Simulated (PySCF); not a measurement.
**Levels of Tm(40+) from EOM-EA-GCCSD**

Reference: closed-shell Tm(41+), [Ar] 3d10; one electron is added. Calculated with PySCF 2.14, two-component X2C-1e with screened spin-orbit coupling, an uncontracted even-tempered set (18 s from 3.1 bohr⁻², ratio 2.6; 15 p from 4 bohr⁻², ratio 2.6; 10 d from 4 bohr⁻², ratio 2.6; 5 f from 4.1 bohr⁻², ratio 2.8); frozen [Ar]; the 98 highest virtual spinors dropped; of the others 70 kept and the rest restored at second order. No Breit or QED terms. Binding energies in eV.

| level | Koopmans | second order | EOM-CCSD |
| --- | --- | --- | --- |
| 4s1/2 | 1943.7 | 1945.1 | 1945.1 |
| 4p1/2 | 1857.4 | 1858.7 | 1858.7 |
| 4p3/2 | 1785.1 | 1786.3 | 1786.3 |

Electric-dipole lines between these computed levels:

| lower | upper | ΔE (eV) | vacuum wavelength (nm) |
| --- | --- | --- | --- |
| 4s1/2 | 4p1/2 | 86.399 | 14.35 |
| 4s1/2 | 4p3/2 | 158.80 | 7.808 |

For comparison, the ionisation energy of Tm(40+) is 1945.2 ± 1 eV (semi-empirical (NIST evaluation); NIST Atomic Spectra Database, ionization energies).
